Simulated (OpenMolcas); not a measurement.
## Levels of Fe4+ by method

```json
{"Program": "OpenMolcas 26.06", "Basis": "ANO-RCC-VTZP [6s5p3d2f1g]", "Scalar Hamiltonian": "DKH2, point nucleus", "Active space": "10 electrons in 8 orbitals (RAS1 3p, at most 2 holes; RAS2 3d)", "State averaging": "2S+1 = 5 even, 5 roots; 2S+1 = 3 even, 45 roots; 2S+1 = 1 even, 44 roots", "Spin-orbit coupling": "state interaction with AMFI integrals over the reference wave functions, term energies averaged over their components"}
```

Methods on the same reference wave functions:
A. RASSCF
B. SS-RASPT2, IPEA 0.25 Eh, imaginary shift 0.1 Eh (closed shells correlated: 3s)
C. MS-RASPT2, IPEA 0.25 Eh, imaginary shift 0.1 Eh (closed shells correlated: 3s)

Energies in cm-1 above 3d4 5D0, the measured ground level; measured values from Corliss and Sugar, J. Phys. Chem. Ref. Data 11, 135 (1982).

| Level | A | B | C | Measured |
| --- | --- | --- | --- | --- |
| 3d4 5D0 | 0.0 | 0.0 | 0.0 | 0.0 |
| 3d4 5D1 | 158 | 158 | 158 | 142 |
| 3d4 5D2 | 464 | 463 | 463 | 417 |
| 3d4 5D3 | 900 | 899 | 898 | 803 |
| 3d4 5D4 | 1448 | 1446 | 1446 | 1283 |
| 3d4 3P0(1) | 25103 | 24890 | 24870 | 24055 |
| 3d4 3P1(1) | 26037 | 25840 | 25810 | 24973 |
| 3d4 3P2(1) | 27646 | 27440 | 27400 | 26468 |
| 3d4 3H4 | 28997 | 25440 | 25440 | 24932 |
| 3d4 3H5 | 29358 | 25790 | 25780 | 25226 |
| 3d4 3F2(1) | 29590 | 27680 | 27670 | 26761 |
| 3d4 3H6 | 29733 | 26160 | 26160 | 25528 |
| 3d4 3F3(1) | 29751 | 27780 | 27760 | 26842 |
| 3d4 3F4(1) | 29968 | 27980 | 27930 | 26974 |
| 3d4 3G3 | 34579 | 30830 | 30830 | 29817 |
| 3d4 3G4 | 34972 | 31230 | 31220 | 30147 |
| 3d4 3G5 | 35341 | 31540 | 31540 | 30430 |
| 3d4 1G4(1) | 41521 | 38300 | 38270 | 36586 |
| 3d4 3D3 | 42478 | 38240 | 38230 | 36630 |
| 3d4 3D2 | 42577 | 38360 | 38360 | 36758 |
| 3d4 3D1 | 42738 | 38500 | 38500 | 36925 |
| 3d4 1I6 | 43750 | 38310 | 38310 | 37512 |
| 3d4 1S0 | 44585 | 41990 | 41980 | 39633 |
| 3d4 1D2 | 49853 | 48010 | 48010 | 46291 |

Deviations, from unrounded energies. A percentage is the sum of absolute deviations over the sum of measured energies, with the sign that they share, or ± where signs differ.

```tsv
Against measurement	Levels	A	B	C
mean absolute deviation (cm-1)	23	3300	960	950
fine structure of the ground term (%)	4	+12.3	+12.1	+12.1
other terms of the ground configuration (%)	19	+12.8	+3.7	+3.6
```

B, C lie about equally close to measurement and A furthest from it. The largest miss of C in the table is 3d4 1S0, by +2300 cm-1. The ranking rests on the paired levels alone, and a cruder setting can come out closer through cancelling errors.

Between B and C the level of the table that moves most is 3d4 3F4(1), by 46 cm-1 (lowest in C, highest in B). Moves below CASPT2's spread within the term are not significant.

The mean deviations of B to C differ by less than CASPT2's widest spread within a term (1200 cm-1), so their order carries little weight.

From A to B the spin-free energies of the other terms of 3d4 shown, above 5D, scale by factors of 0.87 to 0.99.

The lowest spin-free term lies below A's lowest term by 0.284 hartree in B, 0.284 hartree in C.

CASPT2 does not keep the components of a term degenerate, so their means are used; among the terms shown or strongly mixed into the levels shown the widest spread is 1200 cm-1 (3d4 1I, C). Active for correlation alone: 3p; no level in the range computed is led by a configuration that opens it, so any true level of that kind is missing. Without dynamic correlation excited terms often stand tens of per cent too high (terms of higher spin than the ground term too low), and those without a measured partner can miss by more than the paired ones (holds for A). Some levels mix across a computed gap that differs much from the measured one, so their mixing is not that of the real levels (holds for A). The CASPT2 spread within a term exceeds the gap to the next term for 3d4 1G(1) and 3d4 1I, 3d4 1I and 3d4 3D, so the order of their levels is uncertain (holds for B; C). Computed and measured levels are paired by configuration, term and J; levels that our copy of the source lacks, or whose pairing is in doubt (as where it misses far off the trend of its configuration), stay unpaired and out of the deviations. Levels of configurations outside the active space are missing. Levels that lie high or do not pair safely by name in every column are left out.

A number in round brackets counts repeated terms of one configuration in the order of the reference energies.
